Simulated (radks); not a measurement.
Spherical quantum dot in the effective-mass picture: electrons in a parabolic well V = omega^2 r^2 / 2 with omega = 0.119, all in effective atomic units (hartree* = m*/eps^2 hartree, bohr* = eps/m* bohr), one dielectric constant everywhere. Calculated with a radial shooting solver with Libxc functionals: non-relativistic Kohn-Sham, PBE, spin-polarised, spherical densities. Levels are named by radial order and angular momentum (1s, 1p, 1d, 2s, ...), and open shells are averaged over m. At N = 1 the configuration is 1s(up 1, down 0). Does electron 2 go into 1s down or 1p up?

Answer. Into 1s down. The total energies of the other choices lie higher by 0.0607 hartree* (1p up).
